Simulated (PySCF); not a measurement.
Numbering as in the mapped SMILES `[CH:1]#[C:2][Si@@H:3]([CH3:4])[N:5]=[CH2:6]` (H(Xn): hydrogen on atom n). Ha(C6) is cis to Si3; Hb(C6) is trans to Si3.

Geometry: GFN2-xTB; GIAO absolute shieldings from PySCF 2.14, gas phase, non-relativistic, averaged over equivalent atoms.

At OLYP/pcSseg-1 (144 basis functions, 12 s wall time on 1 thread of an Arm Neoverse V2, shared host):
```json
{"atoms": "C6", "σ (ppm)": "21.3"}
{"atoms": "C1", "σ (ppm)": "90.8"}
{"atoms": "C2", "σ (ppm)": "99.4"}
{"atoms": "C4", "σ (ppm)": "182.5"}
{"atoms": "Si3", "σ (ppm)": "390.2"}
{"atoms": "N5", "σ (ppm)": "-142.0"}
{"atoms": "Ha(C6)", "σ (ppm)": "22.80"}
{"atoms": "Hb(C6)", "σ (ppm)": "23.03"}
{"atoms": "H(Si3)", "σ (ppm)": "26.49"}
{"atoms": "H(C1)", "σ (ppm)": "29.92"}
{"atoms": "H(C4)", "σ (ppm)": "31.29"}
```

**Question.** Predict the values at PBE0/pcSseg-1 on the same geometry.

**Answer.** 
| atoms | σ at PBE0/pcSseg-1 | change |
| --- | --- | --- |
| C6 | 15.7 | -5.6 |
| C1 | 84.9 | -5.9 |
| C2 | 96.9 | -2.5 |
| C4 | 186.2 | +3.7 |
| Si3 | 389.9 | -0.3 |
| N5 | -159.6 | -17.6 |
| Ha(C6) | 22.95 | +0.15 |
| Hb(C6) | 23.05 | +0.02 |
| H(Si3) | 26.50 | +0.01 |
| H(C1) | 29.83 | -0.09 |
| H(C4) | 31.26 | -0.03 |

The largest change is at N5 (imine nitrogen). Cost: 144 basis functions, 11 s wall time on 1 thread of an Arm Neoverse V2, shared host. The order of the carbon signals is the same at both levels.
